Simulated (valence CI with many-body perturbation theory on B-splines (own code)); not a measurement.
## E1 line list for Eu56+

Computed by valence CI with perturbative core correlation (CI+MBPT): five valence electrons over a frozen Dirac-Fock core [He], a basis of 11 s, 11 p, 10 d, 8 f, 5 g, 2 h functions for each j, with the one-electron correlation potential Σ1 (screened to all orders), the two-electron term Σ2, the three-electron term Σ3, Breit, model QED; selected single and double excitations, second order for the rest, scaled by the run's own slope (own B-spline code, finite nucleus).

No measured spectrum was set against this ion. As an estimate, large intervals hold to a few tenths of a per cent, small ones and those within an open d or f shell to about a per cent. Among the levels kept, up to 7300 cm⁻¹ of a level comes from second order outside the variational space, and about a tenth of that is noise between levels of different J, which matters for small intervals.

Lines 51 to 100 of 599 in falling wavelength, among levels below 8635.2 eV, chosen from the strongest by gf and those to the six lowest levels. Wavelengths and rates use the calculated energies. Electric multipoles are in the length gauge, E1 and E2 with the static RPA response of the core. Weak lines are less certain than strong ones. Lines between different terms over intervals too small for the method are left out, as are lines whose strength nearly cancels. Where a level lies close to another of its J and parity, the split of strength between their lines is uncertain. The highest levels of a list are the least certain.

Levels are named by their leading jj configuration (3d3/2^4 stands for four electrons in 3d with j = 3/2), which in mixed levels can hold well under half, so a name can repeat and another be missing. Letters in brackets count levels of one name in rising energy.

```tsv
λ vac (Å)	Upper	Lower	A (s⁻¹)	S (a.u.)
52.82	(2s 2p1/2^2 2p3/2 3p3/2) J=7/2	(2s^2 2p1/2 2p3/2 3p3/2) J=5/2 [a]	7.48e+10	4.35e-02
52.42	(2s 2p1/2^2 2p3/2 3p3/2) J=5/2 [a]	(2s^2 2p1/2 2p3/2 3p3/2) J=3/2 [b]	5.01e+10	2.14e-02
52.11	(2p1/2^2 2p3/2^2 3d3/2) J=7/2	(2s 2p1/2 2p3/2^2 3d3/2) J=5/2 [e]	4.19e+10	2.34e-02
51.57	(2p1/2^2 2p3/2^2 3p3/2) J=7/2	(2s 2p1/2 2p3/2^2 3p3/2) J=5/2 [f]	3.02e+10	1.64e-02
49.73	(2s 2p1/2^2 2p3/2^2) J=5/2	(2s^2 2p1/2 2p3/2^2) J=5/2	1.30e+10	4.74e-03
49.71	(2p1/2^2 2p3/2^2 3p3/2) J=7/2	(2s 2p1/2 2p3/2^2 3p3/2) J=5/2 [e]	2.79e+10	1.35e-02
49.47	(2s 2p1/2 2p3/2^2 3p3/2) J=5/2 [f]	(2s^2 2p3/2^2 3p3/2) J=3/2 [b]	4.67e+10	1.67e-02
49.03	(2p1/2^2 2p3/2^2 3p3/2) J=7/2	(2s 2p1/2 2p3/2^2 3p3/2) J=5/2 [d]	1.50e+11	6.96e-02
48.48	(2p1/2^2 2p3/2^2 3p3/2) J=5/2	(2s 2p1/2 2p3/2^2 3p3/2) J=3/2 [d]	7.50e+10	2.53e-02
48.32	(2s 2p1/2 2p3/2^2 3p3/2) J=5/2 [d]	(2s^2 2p3/2^2 3p3/2) J=3/2 [a]	4.86e+10	1.62e-02
47.69	(2s 2p1/2 2p3/2^2 3p3/2) J=5/2 [e]	(2s^2 2p3/2^2 3p3/2) J=3/2 [a]	4.37e+10	1.40e-02
47.63	(2s 2p1/2 2p3/2^2 3p3/2) J=5/2 [a]	(2s 2p1/2 2p3/2^2 3s) J=3/2 [a]	1.12e+11	3.58e-02
47.57	(2s 2p1/2 2p3/2^2 3p3/2) J=5/2 [c]	(2s 2p1/2 2p3/2^2 3s) J=3/2 [b]	4.97e+10	1.59e-02
46.97	(2p1/2^2 2p3/2^2 3p3/2) J=5/2	(2p1/2^2 2p3/2^2 3s) J=3/2	4.44e+10	1.36e-02
46.86	(2s 2p1/2 2p3/2^2 3p3/2) J=7/2 [b]	(2s 2p1/2 2p3/2^2 3s) J=5/2 [b]	9.11e+10	3.70e-02
46.81	(2s 2p1/2 2p3/2^2 3d3/2) J=5/2 [b]	(2s 2p1/2 2p3/2^2 3p1/2) J=5/2 [b]	1.16e+11	3.53e-02
46.80	(2s 2p1/2 2p3/2^2 3d3/2) J=7/2 [b]	(2s 2p1/2 2p3/2^2 3p1/2) J=5/2 [b]	7.43e+10	3.01e-02
46.78	(2s^2 2p3/2^2 3p3/2) J=1/2	(2s^2 2p3/2^2 3s) J=3/2	1.59e+11	1.61e-02
46.73	(2p1/2^2 2p3/2^2 3p3/2) J=1/2	(2p1/2^2 2p3/2^2 3s) J=3/2	2.06e+11	2.08e-02
46.40	(2s^2 2p1/2 2p3/2 3d3/2) J=5/2 [b]	(2s^2 2p1/2 2p3/2 3p1/2) J=3/2 [b]	1.14e+11	3.36e-02
46.34	(2s^2 2p1/2 2p3/2 3p3/2) J=3/2 [a]	(2s^2 2p1/2 2p3/2 3s) J=3/2 [b]	1.04e+11	2.03e-02
46.30	(2s 2p1/2 2p3/2^2 3d3/2) J=3/2 [b]	(2s 2p1/2 2p3/2^2 3p1/2) J=5/2 [b]	1.03e+11	2.02e-02
46.27	(2p1/2^2 2p3/2^2 3p3/2) J=3/2 [b]	(2p1/2^2 2p3/2^2 3s) J=1/2	2.81e+11	5.50e-02
46.19	(2s 2p1/2 2p3/2^2 3d3/2) J=5/2 [e]	(2s 2p1/2 2p3/2^2 3p1/2) J=3/2 [e]	1.25e+11	3.66e-02
46.18	(2s 2p1/2^2 2p3/2 3p3/2) J=5/2 [b]	(2s 2p1/2^2 2p3/2 3s) J=3/2 [b]	2.33e+11	6.80e-02
46.12	(2s 2p1/2 2p3/2^2 3p3/2) J=1/2 [a]	(2s 2p1/2 2p3/2^2 3s) J=3/2 [a]	2.78e+11	2.69e-02
45.97	(2s 2p1/2 2p3/2^2 3p3/2) J=3/2 [b]	(2s 2p1/2 2p3/2^2 3s) J=5/2 [b]	1.48e+11	2.84e-02
45.96	(2s 2p1/2 2p3/2^2 3p3/2) J=3/2 [e]	(2s 2p1/2 2p3/2^2 3s) J=1/2 [c]	1.27e+11	2.44e-02
45.88	(2s 2p1/2 2p3/2^2 3p3/2) J=7/2 [c]	(2s 2p1/2 2p3/2^2 3s) J=5/2 [c]	2.94e+11	1.12e-01
45.80	(2s 2p1/2 2p3/2^2 3d3/2) J=7/2 [c]	(2s 2p1/2 2p3/2^2 3p1/2) J=5/2 [c]	7.97e+10	3.02e-02
45.77	(2s 2p1/2 2p3/2^2 3p3/2) J=1/2 [b]	(2s 2p1/2 2p3/2^2 3s) J=1/2 [b]	1.45e+11	1.37e-02
45.74	(2s^2 2p3/2^2 3p3/2) J=5/2	(2s^2 2p3/2^2 3s) J=3/2	1.42e+11	4.04e-02
45.70	(2s 2p1/2^2 2p3/2^2) J=5/2	(2s^2 2p1/2 2p3/2^2) J=3/2	2.28e+10	6.44e-03
45.58	(2s 2p1/2^2 2p3/2 3p3/2) J=3/2 [a]	(2s 2p1/2^2 2p3/2 3s) J=3/2 [a]	2.03e+11	3.80e-02
45.57	(2s 2p1/2^2 2p3/2 3p3/2) J=1/2 [b]	(2s^2 2p1/2 2p3/2 3p3/2) J=1/2 [b]	1.49e+11	1.39e-02
45.55	(2s 2p1/2 2p3/2^2 3d3/2) J=3/2 [f]	(2s 2p1/2 2p3/2^2 3p1/2) J=3/2 [e]	9.25e+10	1.73e-02
45.48	(2s 2p1/2^2 2p3/2 3d3/2) J=5/2 [b]	(2s^2 2p1/2 2p3/2 3d3/2) J=3/2 [b]	9.62e+10	2.68e-02
45.32	(2s^2 2p1/2 2p3/2 3p3/2) J=1/2 [a]	(2s^2 2p1/2 2p3/2 3s) J=1/2	1.45e+11	1.34e-02
45.17	(2p1/2^2 2p3/2^2 3d3/2) J=3/2	(2s 2p1/2 2p3/2^2 3d3/2) J=3/2 [c]	7.29e+10	1.33e-02
45.14	(2s 2p1/2 2p3/2^2 3d3/2) J=5/2 [c]	(2s 2p1/2 2p3/2^2 3p1/2) J=3/2 [c]	1.05e+11	2.85e-02
44.95	(2s 2p1/2 2p3/2^2 3d3/2) J=5/2 [a]	(2s 2p1/2 2p3/2^2 3p1/2) J=5/2 [a]	1.09e+11	2.93e-02
44.83	(2s 2p1/2 2p3/2^2 3p3/2) J=5/2 [e]	(2s 2p1/2 2p3/2^2 3s) J=5/2 [c]	7.44e+10	1.99e-02
44.80	(2p1/2^2 2p3/2^2 3d3/2) J=3/2	(2p1/2^2 2p3/2^2 3p1/2) J=3/2	1.15e+11	2.05e-02
44.63	(2s^2 2p1/2 2p3/2 3d3/2) J=3/2 [b]	(2s^2 2p1/2 2p3/2 3p1/2) J=3/2 [b]	1.20e+11	2.10e-02
44.57	(2s 2p1/2^2 2p3/2 3d3/2) J=5/2 [a]	(2s 2p1/2^2 2p3/2 3p1/2) J=5/2	1.18e+11	3.09e-02
44.52	(2p1/2^2 2p3/2^2 3d3/2) J=5/2	(2p1/2^2 2p3/2^2 3p1/2) J=3/2	5.28e+10	1.38e-02
44.52	(2s 2p1/2 2p3/2^2 3p3/2) J=3/2 [d]	(2s 2p1/2 2p3/2^2 3s) J=1/2 [b]	1.47e+11	2.56e-02
44.43	(2s 2p1/2^2 2p3/2 3d3/2) J=5/2 [a]	(2s 2p1/2^2 2p3/2 3p1/2) J=3/2 [a]	9.68e+10	2.51e-02
44.36	(2s^2 2p3/2^2 3p3/2) J=5/2	(2s^2 2p3/2^2 3s) J=5/2	1.27e+11	3.28e-02
44.33	(2s^2 2p3/2^2 3d3/2) J=5/2	(2s^2 2p3/2^2 3p1/2) J=3/2	6.62e+10	1.71e-02
```
